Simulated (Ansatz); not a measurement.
Geometry optimisation, Ansatz, RKS PBE/def2-SVP.

Input file:

```yaml
crystal:
  periodic: [false, false, false]
  atoms:
    - { symbol: S, position_ang: [0.1338, 2.2115, 0.1092] }
    - { symbol: C, position_ang: [0.2187, 0.4759, -0.0416] }
    - { symbol: C, position_ang: [1.2338, -0.33, -0.4859] }
    - { symbol: Se, position_ang: [0.408, -2.0534, -0.5919] }
    - { symbol: Si, position_ang: [-0.8382, -0.8586, 0.6376] }
    - { symbol: H, position_ang: [-0.5717, 2.3673, -1.1448] }
    - { symbol: H, position_ang: [2.2819, -0.0703, -0.831] }
    - { symbol: H, position_ang: [-2.1991, -0.7292, 0.2038] }
    - { symbol: H, position_ang: [-0.5787, -1.0595, 2.1275] }
basis:
  gaussian: { orbitals: def2-SVP }
hamiltonian:
  xc: pbe
relax:
  f_tol: 0.015
  max_steps: 40
output:
  orbitals: {}
```

Launched with:

```bash
$ ansatz run input.yaml --threads 2 --pin off --max-ram 3072MiB --backend cpu --events-out ev --progress --plain --runs-dir out
```

**Question.** Where does it end, and by what steps?

**Answer.** It converged. The force dipped under the threshold on the way, but the program's further checks kept it going. After 13 steps the energy has fallen by 0.937 eV; H6 moved furthest, 0.83 Å.

```csv
step,energy less start (eV),largest force component (eV/Å),accepted
0,0.0000,3.468,yes
1,-0.7109,0.646,yes
2,-0.8326,0.495,yes
3,-0.8567,0.600,yes
4,-0.9104,0.268,yes
5,-0.9207,0.305,yes
6,-0.9277,0.302,yes
7,-0.9345,0.093,yes
8,-0.9297,0.233,no
9,-0.9361,0.029,yes
10,-0.9366,0.017,yes
11,-0.9323,0.500,no
12,-0.9367,0.005,yes
13,-0.9367,0.011,yes
```

```xyz
9
Properties=species:S:1:pos:R:3
S 0.461 2.233 -0.168
C 0.304 0.474 -0.176
C 1.249 -0.397 -0.634
Se 0.757 -2.243 -0.247
Si -0.853 -0.785 0.604
H -0.857 2.515 -0.378
H 2.206 -0.168 -1.137
H -2.231 -0.920 0.016
H -0.947 -0.756 2.103
```

Time of the run: 33 s on 2 threads of Arm Neoverse V2 (shared host), peak memory 0.16 GiB.
